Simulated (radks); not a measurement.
The numbers below are computed, except where a source is named.
Question: Rb3+, 34 electrons, occupied as [Ar] 3d10 4s2 4p4. Level of theory: Dirac Kohn-Sham, PBE, spin-unpolarised, spherical densities, point nucleus; open shells fill j = l - 1/2 first (a radial shooting solver on a logarithmic mesh with Libxc functionals). Some entries of the table are withheld. Estimate them.

orbital  occ.  eigenvalue (eV)  <1/r> (bohr^-1)
1s1/2       2        -15064.34            37.88
2s1/2       2        -2043.017            8.503
2p1/2       2        -1856.347            8.473
2p3/2       4        -1795.552            8.161
3s1/2       2        -333.2975            2.825
3p1/2       2        -266.4011            2.713
3p3/2       4        -257.2569            2.638
3d3/2       4              (1)            2.406
3d5/2       6              (2)            2.387
4s1/2       2              (3)           0.9642
4p1/2       2         -47.3991           0.8519
4p3/2       2         -46.3228           0.8347

Answer: 
(1) 3d3/2 eigenvalue (eV): -140.2188
(2) 3d5/2 eigenvalue (eV): -138.6630
(3) 4s1/2 eigenvalue (eV): -63.9467
